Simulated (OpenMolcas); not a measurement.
**Ta3+: moving or changing the point charges**

Ta3+ among 8 point charges of -1 e arranged as a cube (Oh), 2 Å from the ion.

| Property | Result |
| --- | --- |
| Program | OpenMolcas |
| Method | SS-CASPT2, IPEA 0.25 Eh, imaginary shift 0.1 Eh (closed shells correlated: 4f 5s 5p) |
| Basis | ANO-RCC-VDZP [7s6p4d2f1g] |
| Scalar Hamiltonian | DKH2, point nucleus |
| Active space | 2 electrons in 5 orbitals (5d) |
| State averaging | 2S+1 = 3 even, 10 roots; 2S+1 = 1 even, 15 roots |
| Spin-orbit coupling | state interaction with AMFI integrals over the reference wave functions |

Runs around this geometry, states (labels of O, the rotations of Oh). Energies in cm-1 above the lowest state or level, χT in cm3 K/mol.

| R (Å) | q (e) | Ground state | First state of that spin | First gap with spin-orbit (degeneracies) | χT at 300 K | First state of another spin |
| --- | --- | --- | --- | --- | --- | --- |
| 2 | -0.5 | 3A2 | 3T2 5290 | 2990 (3, 2) | 0.095 | 1E 8250 |
| 2 | -1 | 3A2 | 3T2 11470 | 6370 (3, 2) | 0.350 | 1E 8210 |
| 2.12 | -1 | 3A2 | 3T2 8910 | 5230 (3, 2) | 0.230 | 1E 8330 |

Taking the first state of the same spin as R^-n, n = -ln(8910 / 11470) / ln(2.12 / 2) = 4.3 between the shortest and longest distance.

Scaling the charges by -0.5 / -1 = 0.50 scales the first state of the same spin by 5290 / 11470 = 0.46; with fixed orbitals a first-order splitting would follow the charge.

Roots that are degenerate in the reference are averaged as groups; the widest CASPT2 spread within a group is 350 cm-1 (the 3-fold group of multiplicity 1 near 19500 cm-1 above the lowest state of its run, R = 2, q = -1). Shifts and gaps below about the spread of the groups concerned are not significant. Free-ion shares, where given, are those of the reference states; single-state CASPT2 does not remix them. Spin-orbit coupling mixes the spin-free states strongly: the lowest level takes only 66 % from its leading state, 3A2 (holds for R = 2, q = -0.5). This is an electrostatic model: the charges have no orbitals. No measured value stands beside these numbers.
